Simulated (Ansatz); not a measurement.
Isolated molecules relaxed with PBE0-D4/def2-TZVP in Ansatz; ΔE leaves out vibrations. CBS: MP2 limit from def2 TZ/QZ plus the TZ coupled-cluster correction, frozen cores. This one scheme is used for every species. DFT in def2-TZVPP. B3LYP here is the variant with VWN-RPA as its local correlation; programs differ in this. For Ge outer-core shells are correlated without core-valence functions, which leaves a few kJ/mol of doubt a bond. Scalar relativity is left out up to krypton. One conformer a species, not always the lowest.

`C[SiH2][NH][AlH2]` + `[NH2][GeH3]` → `C[SiH2][NH][GeH3]` + `[NH2][AlH2]`  (ligand exchange at the Si–N bond)

```json
{"level": "PBE-D4", "ΔE (kcal/mol)": "-0.5", "difference from CCSD(T)/CBS": "0.4"}
{"level": "r2SCAN-D4", "ΔE (kcal/mol)": "-0.5", "difference from CCSD(T)/CBS": "0.4"}
{"level": "PBE0-D4", "ΔE (kcal/mol)": "-0.6", "difference from CCSD(T)/CBS": "0.3"}
{"level": "B3LYP-D4", "ΔE (kcal/mol)": "-0.9", "difference from CCSD(T)/CBS": "0.0"}
{"level": "ωB97M-V", "ΔE (kcal/mol)": "-0.8", "difference from CCSD(T)/CBS": "0.1"}
{"level": "PBE", "ΔE (kcal/mol)": "-0.3", "difference from CCSD(T)/CBS": "0.6"}
{"level": "r2SCAN", "ΔE (kcal/mol)": "-0.5", "difference from CCSD(T)/CBS": "0.4"}
{"level": "PBE0", "ΔE (kcal/mol)": "-0.4", "difference from CCSD(T)/CBS": "0.5"}
{"level": "HF/def2-TZVPP", "ΔE (kcal/mol)": "-0.9", "difference from CCSD(T)/CBS": "0.0"}
{"level": "SCS-MP2/def2-TZVPP", "ΔE (kcal/mol)": "-0.9", "difference from CCSD(T)/CBS": "0.0"}
{"level": "CCSD(T)/def2-TZVPP", "ΔE (kcal/mol)": "-0.7", "difference from CCSD(T)/CBS": "0.2"}
{"level": "HF/def2-QZVPP", "ΔE (kcal/mol)": "-0.9", "difference from CCSD(T)/CBS": "0.0"}
{"level": "SCS-MP2/def2-QZVPP", "ΔE (kcal/mol)": "-1.0", "difference from CCSD(T)/CBS": "-0.1"}
{"level": "HF/CBS(def2)", "ΔE (kcal/mol)": "-0.9", "difference from CCSD(T)/CBS": "0.0"}
{"level": "MP2/CBS(def2)", "ΔE (kcal/mol)": "-1.1", "difference from CCSD(T)/CBS": "-0.2"}
{"level": "CCSD/CBS(def2)", "ΔE (kcal/mol)": "-1.0", "difference from CCSD(T)/CBS": "-0.1"}
{"level": "CCSD(T)/CBS", "ΔE (kcal/mol)": "-0.9", "difference from CCSD(T)/CBS": "0"}
```

Largest T1 diagnostic among the species: 0.011.
